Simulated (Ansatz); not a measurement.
`C=C(I)NC` + `NC#CO` → `COC#CN` + `C=C(N)I`  (substitution at a C–N bond)

Gas-phase electronic energies from Ansatz, PBE0-D4/def2-TZVP geometries. CCSD(T)/CBS is the MP2 limit (def2-TZVPP, def2-QZVPP) plus CCSD(T) − MP2 in def2-TZVPP, frozen cores. DFT in def2-TZVPP. B3LYP here is the variant with VWN-RPA as its local correlation; programs differ in this. def2 core potentials past Kr. For I outer-core shells are correlated without core-valence functions, which leaves a few kJ/mol of doubt a bond. One conformer a species, not always the lowest.

`C=C(I)NC`:

```xyz
11

C     1.486    0.226   -0.559
C     0.462    0.882   -0.011
I     0.578    2.961    0.256
N    -0.700    0.353    0.479
C    -0.982   -1.042    0.261
H     1.429   -0.844   -0.722
H     2.393    0.736   -0.839
H    -1.491    0.974    0.481
H    -1.955   -1.275    0.691
H    -0.232   -1.657    0.765
H    -0.988   -1.314   -0.803
```

`NC#CO`:

```xyz
7

N    -0.729    0.592   -1.282
C    -0.135    0.112   -0.168
C     0.449   -0.368    0.764
O     0.999   -0.811    1.869
H    -1.699    0.337   -1.389
H    -0.583    1.576   -1.450
H     1.698   -1.439    1.655
```

`COC#CN`:

Cartesian coordinates in Å:
```
C -2.009 -0.385 0.363
O -0.934 -1.054 -0.302
C 0.197 -0.412 -0.278
C 1.257 0.154 -0.274
N 2.423 0.836 -0.238
H -1.766 -0.240 1.418
H -2.199 0.582 -0.107
H -2.880 -1.030 0.263
H 3.158 0.391 0.291
H 2.753 1.158 -1.135
```

`C=C(N)I`:

Cartesian coordinates in Å:
```
C -0.233 0.993 -0.675
C -0.025 -0.238 -0.218
N 0.529 -0.596 0.990
I -0.437 -1.895 -1.438
H -0.580 1.178 -1.679
H -0.037 1.846 -0.034
H 0.186 -1.450 1.398
H 0.598 0.162 1.655
```

CCSD(T)/CBS gives +0.23 eV.

(1) Another level gave +0.19 eV. Which?
A. HF/def2-TZVPP
B. PBE0-D4/def2-TZVPP
C. r2SCAN/def2-TZVPP
D. B3LYP/def2-TZVPP

Largest T1 diagnostic among the species: 0.013.

Answers

(1) C. r2SCAN 0.19, PBE0-D4 0.24, B3LYP 0.15, HF/def2-TZVPP 0.09 eV.

The D4 term adds +0.04 eV with B3LYP and +0.02 eV with PBE0; it sums over pairs of atoms, weighted by their polarisabilities, and B3LYP, whose exchange is more repulsive, gets the larger term. In def2-TZVPP, CCSD(T) changes the Hartree–Fock value by +0.12 eV (the triples alone add +0.01 eV) and MP2 by +0.16 eV.
